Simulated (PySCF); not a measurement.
Calculated properties of `CC(C)OCC(F)(F)F`

Compound: C5H9F3O.
Cartesian coordinates in Å at the PBE0-D3(BJ)/def2-SVP level; atoms count from 1:
```
atom  x, y, z in Å
C1    -1.7316   -0.1569    1.4057
C2    -0.6511    0.2721    0.4322
C3    -1.1610    1.2142   -0.6420
O4    -0.1336   -0.9035   -0.1921
C5     1.2176   -1.1491   -0.0666
C6     2.0861   -0.2947   -0.9742
F7     1.6645   -0.3230   -2.2351
F8     2.1068    0.9902   -0.5892
F9     3.3459   -0.7390   -0.9449
H10   -2.1787    0.7144    1.9074
H11   -2.5272   -0.6976    0.8707
H12   -1.3201   -0.8274    2.1746
H13    0.1626    0.7705    0.9902
H14   -1.9374    0.7129   -1.2400
H15   -1.5974    2.1201   -0.1950
H16   -0.3494    1.5181   -1.3171
H17    1.5964   -1.0149    0.9658
H18    1.4003   -2.1951   -0.3576
```

Some functional groups and rings: ether, CF3 group and C–F bond.

PBE0-D3(BJ)/def2-SVP geometry optimisation, gas phase (PySCF):

| Property | Result |
| --- | --- |
| Point group | C1 |
| Rotational constants A, B, C | 3.120, 0.958, 0.886 GHz |

**CAM-B3LYP/def2-SVPD ground state, ΔSCF and vertical TDDFT (core frozen in the response) (PySCF)**

| Item | Value |
| --- | --- |
| Dipole moment | 2.15 D |
| HOMO energy | -9.48 eV |
| LUMO energy | 1.20 eV |
| HOMO–LUMO gap | 10.68 eV |
| Lowest singlet excitation | 7.70 eV (161 nm, f = 0.007) |
| Strongest line among the 10 lowest singlet transitions | S10 at 9.81 eV (126 nm, f = 0.089) |
| Lowest triplet excitation (Tamm–Dancoff) | 7.54 eV |
| Static isotropic polarisability | 69.2 au |
| Vertical ionisation energy | 10.25 eV |
| Electronic spatial extent ⟨r²⟩ about the centre of nuclear charge | 1355 bohr² |

From PBE0/pcSseg-1 ground state and GIAO shieldings, non-relativistic (PySCF):

| Property | Result |
| --- | --- |
| Lowest Hirshfeld atomic charge | -0.13 e on C3/O4 |
| Highest Hirshfeld atomic charge | +0.25 e on C6 |
| 13C chemical shifts (computed TMS as zero) by class | 129.9 (C6), 76.1 (C2), 69.9 (C5), 24.3 (C1/C3) ppm |
| 1H chemical shifts (computed TMS as zero) by class | 3.57 (H17/H18), 3.28 (H13), 1.18 (H10/H11/H12/H14/H15/H16) ppm |
| Isotropic shieldings of nuclei other than C and H, by class | 287 (O4), 266 (F7/F8/F9) ppm |
| Mayer bond orders between heavy atoms | C1–C2 1.04, C2–C3 1.04, C2–O4 0.84, O4–C5 0.99, C5–C6 0.98, C6–F7 1.01, C6–F8 0.97, C6–F9 1.00 |

Monoisotopic mass (most abundant isotopes): 142.0605 u.

The rotational constants make it an asymmetric top with κ = (2B − A − C)/(A − C) = -0.94, nearer the prolate limit (−1). The largest Löwdin shares of the HOMO are 0.54 on O4, 0.08 on C2, 0.08 on C5 and 0.07 on C3. The 10 singlets span 7.70 to 9.81 eV, and their oscillator strengths add up to 0.18. S1 lies 2.98 eV below the HOMO–LUMO gap; its leading configuration is HOMO→LUMO, weight 0.87. The vertical singlet–triplet gap S1 − T1 is 0.16 eV (TDDFT singlet less Tamm–Dancoff triplet; S1: HOMO→LUMO, weight 0.87; T1: HOMO→LUMO, weight 0.77). The ΔSCF ionisation energy exceeds −ε(HOMO) by 0.77 eV with CAM-B3LYP. No computed singlet falls in the visible range (750 to 380 nm, 1.65 to 3.26 eV); S1 lies 4.44 eV above its blue end. With B = h/(8π²I), that is 505.379 GHz u Å² over I, the principal moments of inertia are 162.0, 527.7 and 570.4 u Å² (most abundant isotopes); the inertial defect Ic − Ia − Ib is -119.3 u Å² (zero for a rigid planar frame, negative otherwise).

One conformer (not necessarily the lowest) at the PBE0-D3(BJ)/def2-SVP geometry, without solvent or vibrations. NMR classes are plain means over equivalent atoms (diastereotopic ones count apart unless rotation or inversion swaps them), as if these changed places fast; in this geometry the members of some classes differ.

For the geometry optimisation (PBE0-D3(BJ)/def2-SVP), the run took 1.7 min on one thread of an Arm Neoverse V2, no GPU, on a shared host.
